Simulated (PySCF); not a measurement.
CH3BeClO. Atoms are numbered in the order given.

```xyz
7

Be     0.0000     0.0000     0.1657
Cl     0.0000     0.0000     1.9849
O      0.0000     0.0000    -1.2216
C      0.0000     0.0000    -2.6063
H     -0.8938    -0.5160    -2.9984
H      0.0000     1.0321    -2.9984
H      0.8938    -0.5160    -2.9984
```

Geometry: ωB97X-D3(BJ)/def2-SVP. Other conformers were not sampled.

These are ωB97X-D3(BJ)/def2-SVP in PySCF values and carry that method's errors.

Frequencies are harmonic and unscaled.

Modes within 1.5 cm⁻¹ of each other (mostly degenerate sets) share a row, with their intensities summed.

Q: Estimate the vibrational spectrum. (The exact figures need the calculation; the answer reports its results.)

A: 
| mode | ν (cm⁻¹) | IR (km/mol) | Raman (Å⁴/amu) | depolarisation | moving atoms (share of kinetic energy) |
|---|---|---|---|---|---|
| 1–2 | 52 | 6.9 | 0.2 | 0.75 | O 49 %, H 20 %, C 19 % |
| 3–4 | 306 | 148.7 | 0.2 | 0.75 | Be 82 %, O 14 % |
| 5 | 439 | 11.1 | 5.2 | 0.19 | Cl 50 %, C 25 %, O 18 % |
| 6 | 1122 | 0.0 | 0.3 | 0.73 | Be 36 %, C 35 %, O 18 %, H 8 % |
| 7–8 | 1198 | 0.8 | 2.4 | 0.75 | H 77 %, C 19 % |
| 9 | 1479 | 202.8 | 19.8 | 0.47 | H 74 %, C 20 % |
| 10–11 | 1487 | 6.4 | 44.2 | 0.75 | H 97 % |
| 12 | 1631 | 716.7 | 5.2 | 0.04 | Be 48 %, O 40 %, H 10 % |
| 13 | 3036 | 84.5 | 174.6 | 0.00 | H 97 % |
| 14–15 | 3126 | 71.0 | 195.3 | 0.75 | H 90 %, C 10 % |
